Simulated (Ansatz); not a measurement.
Consider the formal hydrolysis of the Sn–S bond: `[F][SnH2][SH]` + H₂O → `[OH][SnH2][F]` + H₂S.

Gas-phase electronic energies from Ansatz, PBE0-D4/def2-TZVP geometries. CCSD(T)/CBS is the MP2 limit (def2-TZVPP, def2-QZVPP) plus CCSD(T) − MP2 in def2-TZVPP, frozen cores. This one scheme is used for every species. Functionals use def2-TZVPP. Elements past krypton have def2 core potentials. For Sn outer-core shells are correlated without core-valence functions, which leaves a few kJ/mol of doubt a bond. Each species was taken in one conformer, which may not be the lowest.

Is it downhill or uphill in electronic energy at CCSD(T)/CBS, and by how much? (An estimate is asked.)

Ansatz gave: Uphill: ΔE = +39.8 kJ/mol.

What do these levels give: PBE-D4, PBE-QIDH, revPBE, BHLYP, CCSD/def2-SVP, HF/def2-TZVPP? (Best estimate.)

Computed: PBE-D4 42.0, PBE-QIDH 42.7, revPBE 39.1, BHLYP 35.6, CCSD/def2-SVP 32.9, HF/def2-TZVPP 33.9 kJ/mol.

What do rigid-rotor, harmonic-oscillator terms from PBE0-D4/def2-TZVP frequencies (298.15 K, 1 bar) make of the CCSD(T)/CBS value? (An estimate is asked.)

The calculation gave: ΔZPE = -6.4 kJ/mol, ΔH = +32.5 kJ/mol, ΔS = 3 J/(mol·K), ΔG = +31.6 kJ/mol.

Largest T1 diagnostic among the species: 0.014.

From PBE to PBE0 (25 % exact exchange), in def2-TZVPP and without D4, ΔE moves by +3.8 kJ/mol. Leaving LDA and LC-ωPBE aside and taking each functional with its dispersion term where it has one, the values, not all of them listed here, spread over 13.6 kJ/mol, from CAM-B3LYP-D4 to HSE06-D4. The D4 term adds +3.5 kJ/mol with B3LYP and +1.9 kJ/mol with PBE0; it sums over pairs of atoms, weighted by their polarisabilities, and B3LYP, whose exchange is more repulsive, gets the larger term.

B3LYP here is the variant with VWN-RPA as its local correlation; programs differ in this.
